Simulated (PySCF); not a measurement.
Isomers of CH6Si3. Gas-phase values, no solvent. Strings in code marks are SMILES.

Calculation: PBE0-D3(BJ)/def2-TZVP run with PySCF. All candidates: neutral, multiplicity 1. 

- LUMO: -1.82 eV
- HOMO–LUMO gap: 4.71 eV
- HOMO: -6.53 eV

Problem. Which member has these values?
(A) `C[SiH]1[SiH]=[SiH]1`
(B) `C1[SiH]=[SiH][SiH2]1`
(C) `C[Si]1=[SiH][SiH2]1`
(D) `[SiH2]=C=[SiH][SiH3]`

Solution. D, `[SiH2]=C=[SiH][SiH3]`. The others give `C[Si]1=[SiH][SiH2]1`: -1.34 eV, 4.52 eV, -5.85 eV; `C[SiH]1[SiH]=[SiH]1`: -1.66 eV, 4.36 eV, -6.02 eV; `C1[SiH]=[SiH][SiH2]1`: -1.54 eV, 4.28 eV, -5.83 eV
